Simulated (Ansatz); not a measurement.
`C[SiH](N)I` + NH₃ → `C[SiH](N)N` + HI at 700 K and 1 bar (ligand exchange at the Si–I bond).

Isolated molecules relaxed with PBE0-D4/def2-TZVP in Ansatz; ΔE leaves out vibrations. CBS: MP2 limit from def2 TZ/QZ plus the TZ coupled-cluster correction, frozen cores. This one scheme is used for every species. Elements past krypton have def2 core potentials. For I outer-core shells are correlated without core-valence functions, which leaves a few kJ/mol of doubt a bond. One conformer a species, not always the lowest.

```json
{"species": "`C[SiH](N)I`", "CCSD(T)/CBS energy (Eh)": "-682.97750", "H − E (kJ/mol)": "266.4", "S (J/(mol·K))": "463.3"}
{"species": "NH₃", "CCSD(T)/CBS energy (Eh)": "-56.50880", "H − E (kJ/mol)": "116.9", "S (J/(mol·K))": "226.5"}
{"species": "`C[SiH](N)N`", "CCSD(T)/CBS energy (Eh)": "-441.43339", "H − E (kJ/mol)": "340.4", "S (J/(mol·K))": "460.7"}
{"species": "HI", "CCSD(T)/CBS energy (Eh)": "-298.03592", "H − E (kJ/mol)": "34.6", "S (J/(mol·K))": "231.7"}
```

H − E and S are ideal-gas, rigid-rotor, harmonic terms from PBE0-D4/def2-TZVP, for one conformer and one mirror image of each species. 1 Eh = 2625.50 kJ/mol, R = 8.31446 J/(mol·K).

**Question.** By hand: ΔE, ΔH, ΔS and ΔG.

**Answer.** ΔE = (-441.43339) + (-298.03592) − (-682.97750) − (-56.50880) = 0.01699 Eh = 44.6 kJ/mol. Δ(H − E) = 340.4 + 34.6 − 266.4 − 116.9 = -8.3, so ΔH = 36.3 kJ/mol. ΔS = 460.7 + 231.7 − 463.3 − 226.5 = 2.6 J/(mol·K). ΔG = 36.3 − 700 × (2.6)/1000 = 34.5 kJ/mol.

**Question.** By hand: the equilibrium constant, and the temperature at which ΔG would vanish if ΔH and ΔS stayed fixed.

**Answer.** log₁₀ K = −ΔG/(RT ln 10) = -2.6. ΔG = 0 at ΔH/ΔS = 13962 K, far beyond where these terms or the molecules hold.

The number of gas molecules stays the same, so ΔS is small and ΔH decides. A doubt of 5 kJ/mol in ΔE shifts log₁₀ K by 0.4 here. Other conformers and mirror images would add mixing entropy, several J/(mol·K) or more a flexible species. These are equilibria of isolated gas molecules and say nothing of rates. Largest T1 diagnostic: 0.009 (customary marks: 0.02 for closed shells, 0.045 for open ones).
